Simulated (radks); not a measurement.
The numbers below are computed, except where a source is named.
Radial electron density D(r) = 4 pi r^2 rho(r) of an atom or ion with 4 electrons. Code: a radial shooting solver on a logarithmic mesh with Libxc functionals. Model: non-relativistic Kohn-Sham, r2SCAN, spin-polarised, spherical densities, point nucleus; meta-GGA in the generalised Kohn-Sham scheme.

r (bohr)  D(r) (e/bohr)  spin D(r)
0.002888         0.5284   -0.00115
0.003179         0.6324   -0.00137
0.003472         0.7450   -0.00161
0.003821         0.8895   -0.00192
0.004207          1.060   -0.00227
0.00463           1.262   -0.00269
0.005097          1.500   -0.00316
0.00561           1.779   -0.00371
0.006176          2.105   -0.00433
0.006744          2.451   -0.00497
0.007423          2.886   -0.00573
0.008171          3.389   -0.00656
0.008995          3.968   -0.00743
0.009901          4.628   -0.00829
0.0109            5.379   -0.00911
0.012             6.225   -0.00977
0.0131            7.089    -0.0101
0.01442           8.129    -0.0101
0.01587           9.270   -0.00922
0.01747           10.51   -0.00724
0.01923           11.83   -0.00354
0.02117           13.23    0.00264
0.0233            14.67     0.0123
0.02545           16.01     0.0254
0.02801           17.45     0.0460
0.03083           18.82     0.0755
0.03394           20.07      0.117
0.03736           21.14      0.173
0.04113           21.98      0.250
0.04527           22.51      0.353
0.04943           22.71      0.475
0.05441           22.56      0.647
0.0599            22.02      0.866
0.06593           21.12       1.14
0.07258           19.88       1.48
0.07989           18.38       1.89
0.08794           16.72       2.37
0.09603           15.15       2.88
0.1057            13.49       3.50
0.1164            12.00       4.18
0.1281            10.75       4.88
0.141             9.778       5.58
0.1552            9.079       6.23
0.1708            8.600       6.78
0.1865            8.279       7.13
0.2053            7.963       7.31
0.226             7.586       7.25
0.2488            7.072       6.91
0.2739            6.386       6.31
0.3015            5.536       5.51
0.3318            4.574       4.56
0.3624            3.659       3.66
0.3989            2.706       2.70
0.4391            1.870       1.87
0.4833            1.199       1.20
0.532            0.7087      0.709
0.5856           0.3826      0.383
0.6446           0.1871      0.187
0.7039          0.08827     0.0883
0.7748          0.03470     0.0347
0.8529          0.01198     0.0120
0.9388         0.003580    0.00358

What is the nuclear charge?

Answer. Z = 21. The innermost maximum, from 1s, lies near 1/Z = 0.0476 bohr (found: 0.0498), and its height grows with Z. The density is that of the scandium ion Sc17+ in [He] 2p2; the configuration itself is not fixed sharply by these data, and Z only to about a unit. D(r) has 1 maximum, at r = 0.0498 bohr.
